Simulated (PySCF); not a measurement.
Cd³⁺ (cadmium, charge +3) across methods

[Kr] 4d9, 2D determinant. All numbers are calculated (PySCF 2.14, the spin-free X2C one-electron Hamiltonian (Gaussian nucleus), in x2c-QZVPPall with one added diffuse shell each of s, p, d, f, g type (14s9p8d5f3g, 143 functions)).

```csv
method,E (hartree),mean ε 4p β (eV),mean ε 4d α (eV),mean ε 4d β (eV),Σ⟨r²⟩ (bohr²),⟨S²⟩
LDA,-5585.98,-101.90,-46.424,-45.597,25.93,0.750
PBE,-5591.27,-101.75,-46.212,-45.375,25.88,0.751
PBE0,-5591.36,-106.23,-48.618,-47.698,25.78,0.751
r2SCAN,-5591.70,-103.50,-46.684,-45.728,25.74,0.751
UHF,-5589.22768,-118.29,-54.670,-53.457,25.67,0.752
```
